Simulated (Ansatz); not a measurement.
```xyz
8

C    -0.996   -0.389   -0.378
W     0.841    0.326    0.314
S     0.606    2.425    0.345
S     0.980   -0.416    2.288
Cl    2.502   -0.376   -1.031
H    -1.146   -0.010   -1.394
H    -1.835   -0.076    0.244
H    -0.951   -1.484   -0.389
```

Total charge 0; spin multiplicity 1. W takes the def2 core potential.

Question: List the PBE0/def2-TZVPP orbital energies in eV (the Gaussian-basis code of Ansatz). (Best estimate.)

Answer: The calculation gave: Occupied: -2768.17, -2422.58, -2422.58, -278.63, -260.01, -217.94, -217.94, -198.25, -198.19, -198.17, -161.71, -161.71, -161.68, -161.68, -161.64, -161.64, -83.67, -46.66, -46.54, -46.43, -23.41, -20.02, -19.37, -19.01, -12.36, -12.31, -11.89, -10.86, -10.69, -10.18, -9.86, -9.60, -9.07, -8.66, -8.37, -7.43. Lowest empty: -3.22, -2.83, -1.80, -1.61, -1.09, 0.28, 2.18, 2.70.
